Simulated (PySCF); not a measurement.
# Ions at one geometry of BiF3(NH3)

PySCF 2.14.0, RKS PBE0, Bi def2-SVP with ECP60, F def2-SVP, N def2-SVP, H def2-SVP; non-relativistic Hamiltonian with scalar-relativistic core potentials where named; density fitting; no spin-orbit coupling; singlets restricted, open shells unrestricted. The geometry is relaxed for charge 0, singlet, vacuum:

```xyz
8

Bi    0.2717    0.8166    0.0712
F     1.3168   -0.3750    1.3599
F    -1.5297    0.2733    0.8490
F     0.3011   -0.6145   -1.3804
N    -1.5905    1.3886   -1.7427
H    -2.4251    1.1615   -1.2007
H    -1.7930    2.1871   -2.3415
H    -1.3870    0.5782   -2.3314
```

Energies count from the relaxed state; an electron taken off or put on is at rest in vacuum. Charges and spins are Mulliken's.

| state | energy (eV) | spin squared | charge on Bi1 (e) | spin on Bi1 (e) | dipole about the centre of mass (D) |
| --- | --- | --- | --- | --- | --- |
| charge 0, singlet, vacuum | 0.00 | 0.00 | 1.33 | 0.00 | 6.83 |
| charge +1, doublet, vacuum | 10.66 | 0.77 | 1.56 | 0.11 | 8.70 |

Question: What does the state charge -1, doublet, vacuum give?

Answer: energy (eV) 1.06, spin squared 0.75, charge on Bi1 (e) 0.58, spin on Bi1 (e) 0.93, dipole about the centre of mass (D) 5.91.

With an electron taken off (doublet) the charges change, summed by element, by Bi +0.23 e, F +0.40 e, N +0.15 e, H +0.22 e. The vertical ionisation energy is 10.66 eV, against −ε(HOMO) = 8.47 eV of the relaxed state. The level lies 2.2 eV too high, as is usual for semilocal functionals and global hybrids, which keep a self-interaction error.

With an electron put on (doublet) the charges change, summed by element, by Bi -0.74 e, F -0.19 e, N +0.05 e, H -0.12 e. The vertical electron affinity is -1.06 eV, against −ε(LUMO) = 1.01 eV of the relaxed state. The basis has no diffuse functions, which an added electron needs. The added electron's level lies above zero.

Open shells may have lower solutions than those found.
